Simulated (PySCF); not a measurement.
# Gallium: a sound run and one with changed settings

Sound run: Ga⁺ [Ar] 3d10 4s2, Ga²⁺ [Ar] 3d10 4s1. Computed with PySCF 2.14 in cc-pVDZ-PP with ECP10MDF (4s3p2d, 23 functions), with scalar relativity through the core potential. The sound run starts from symmetry-adapted Hartree-Fock orbitals and uses a fine grid where one is needed.

Changed run: radial step 1.2 in ln r (0.13 in the sound run). This setting is unsound on purpose.

```csv
species,method,sound run (hartree),changed run (hartree),converged
Ga⁺,UHF,-258.08810,-258.08810,yes
Ga⁺,TPSS,-259.15325,-263.71391,yes
Ga⁺,PBE0,-259.18347,-262.66840,yes
Ga²⁺,UHF,-257.39861,-257.39861,yes
Ga²⁺,TPSS,-258.40398,-262.77163,yes
Ga²⁺,PBE0,-258.43439,-261.77265,yes
```

Ionisation energy of Ga⁺:

```json
{"method": "UHF", "sound run (eV)": "18.762", "changed run (eV)": "18.762"}
{"method": "TPSS", "sound run (eV)": "20.388", "changed run (eV)": "25.641"}
{"method": "PBE0", "sound run (eV)": "20.384", "changed run (eV)": "24.375"}
```

A coarse radial grid mis-integrates the density and the exchange-correlation energy, with errors of either sign; Hartree-Fock needs no grid.

For comparison, NIST gives 20.515 eV between the lowest levels.
